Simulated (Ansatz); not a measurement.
Cost and result for the atomization energy of C2H3ClGeO (`O=[C]1[GeH2][CH]1Cl`) (8 atoms, 8 bonds).

Cartesian coordinates in Å:
```
O 2.215 -0.532 -0.122
C 1.066 -0.420 0.135
Ge -0.734 -0.635 -0.741
C 0.137 0.548 0.681
Cl 0.544 2.234 0.906
H -0.789 -0.118 -2.182
H -2.059 -1.209 -0.226
H -0.380 0.132 1.549
```

Charge 0, multiplicity 1. Correlated methods include outer-core shells of Ge, which these sets cover unevenly. Scalar relativity is left out up to krypton. The geometry is a stationary point of PBE0-D4/def2-TZVP. Program: Ansatz. All runs use 4 threads of an Intel Xeon Platinum 8488C on a shared host. Times are those of one run each, without the atoms' runs, and a repeat can differ threefold. Electronic energies, without spin–orbit coupling; frozen cores. CCSD(T)/CBS adds CCSD(T) − MP2 in def2-TZVPP to the MP2 limit, and its time is that of the two runs behind it. T1 = 0.016. With those shells the extrapolation isn't a true limit. HSE06 is the plane-wave form, built on full-range PBE exchange.

CCSD(T)/CBS is a level of theory with its own doubt, some kJ/mol a heavy atom from the limit and from the frozen cores, so smaller differences don't rank the functionals.

```csv
level,functions,wall time
BLYP-D4/def2-TZVPP,225,1.4 s
PBE-D4/def2-TZVPP (with forces),225,1.6 s
PBE0-D4/def2-TZVPP,225,2.1 s
HSE06-D4/def2-TZVPP,225,2.4 s
r2SCAN-D4/def2-TZVPP (with forces),225,2.6 s
CAM-B3LYP-D4/def2-TZVPP,225,2.6 s
r2SCANh-D4/def2-TZVPP,225,3.2 s
PBE-QIDH/def2-TZVPP,225,4.1 s
CCSD(T)/def2-SVP,107,4.3 s
ωB97M-V/def2-TZVPP (with forces),225,7 s
MP2/def2-QZVPP,420,15 s
CCSD(T)/def2-TZVPP,225,78 s
CCSD(T)/CBS(def2),–,93 s
```

Problem. What atomization energy does each give, and how far from CCSD(T)/CBS? (An estimate is asked.)

Solution. Ansatz gave: 
| level | atomization (kcal/mol) | difference from CCSD(T)/CBS | per bond |
| --- | --- | --- | --- |
| BLYP-D4/def2-TZVPP | 672.1 | 5.8 | 0.7 |
| PBE-D4/def2-TZVPP (with forces) | 700.6 | 34.3 | 4.3 |
| PBE0-D4/def2-TZVPP | 674.0 | 7.7 | 1.0 |
| HSE06-D4/def2-TZVPP | 674.8 | 8.5 | 1.1 |
| r2SCAN-D4/def2-TZVPP (with forces) | 676.9 | 10.6 | 1.3 |
| CAM-B3LYP-D4/def2-TZVPP | 662.9 | -3.4 | -0.4 |
| r2SCANh-D4/def2-TZVPP | 667.6 | 1.3 | 0.2 |
| PBE-QIDH/def2-TZVPP | 664.0 | -2.3 | -0.3 |
| CCSD(T)/def2-SVP | 622.5 | -43.8 | -5.5 |
| ωB97M-V/def2-TZVPP (with forces) | 665.2 | -1.1 | -0.1 |
| MP2/def2-QZVPP | 680.7 | 14.4 | 1.8 |
| CCSD(T)/def2-TZVPP | 646.8 | -19.5 | -2.4 |
| CCSD(T)/CBS(def2) | 666.3 | 0.0 | 0.0 |

At CCSD(T), def2-SVP lies −43.8 kcal/mol from the extrapolated value and def2-TZVPP −19.6 kcal/mol: correlation converges slowly with the basis, and small sets miss more of it in the bonded molecule than in its fragments. From PBE to PBE0 (25 % exact exchange), in def2-TZVPP and without D4, the atomization energy moves by −25.9 kcal/mol: exact exchange takes away binding that semilocal exchange gives to molecules. In def2-TZVPP, CCSD(T) changes the Hartree–Fock value by +217.5 kcal/mol (the triples alone add +19.4 kcal/mol) and MP2 by +240.0 kcal/mol; breaking electron pairs costs correlation energy, which Hartree–Fock lacks.

For some Ge, Se and Sn compounds the MP2-based and the directly extrapolated limit differ by 10 to 25 kJ/mol.
